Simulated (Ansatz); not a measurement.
Basis sets compared for SbH2(iPr) (C3H9Sb). The state is a singlet with charge 0. Geometry PBE-D4/def2-SVP. Ansatz on 2 threads of Intel Xeon 6975P-C on a shared host; times are rough, and most runs start from earlier orbitals.

```csv
atom,x (Å),y (Å),z (Å)
C1,-0.041,0.120,-0.225
C2,-0.447,1.173,0.805
C3,-1.011,-1.060,-0.277
Sb4,2.021,-0.619,0.225
H5,2.216,-1.309,-1.357
H6,2.764,0.857,-0.310
H7,0.036,0.586,-1.228
H8,0.239,2.045,0.809
H9,-0.468,0.757,1.835
H10,-1.469,1.557,0.591
H11,-2.042,-0.710,-0.507
H12,-0.733,-1.801,-1.055
H13,-1.063,-1.596,0.695
```

In the def2 sets Sb takes a core potential; there is no spin–orbit coupling. Another isomer (singlet) lies 0.46 eV lower at PBE0-D4/def2-TZVP; other spin states weren't run for this one.

Binding counts from free atoms (C triplet, Sb quartet, H doublet) in the same basis, without a counterpoise term.

```csv
level,functions,energy (Eh),HOMO (eV),LUMO (eV),binding per atom (eV),wall time
PBE-D4/def2-SVP,113,-359.6992,-5.76,-0.90,3.68,1.1 s
PBE0-D4/def2-SVP,113,-359.7383,-6.78,-0.13,3.63,1.3 s
```

Question: Estimate the rows for PBE-D4/def2-TZVP (with forces), PBE0-D4/def2-TZVP.

Answer: 
```csv
level,functions,energy (Eh),HOMO (eV),LUMO (eV),binding per atom (eV),wall time
PBE-D4/def2-TZVP (with forces),197,-359.8392,-5.85,-1.13,3.66,2.5 s
PBE0-D4/def2-TZVP,197,-359.8731,-6.84,-0.37,3.61,3.1 s
```
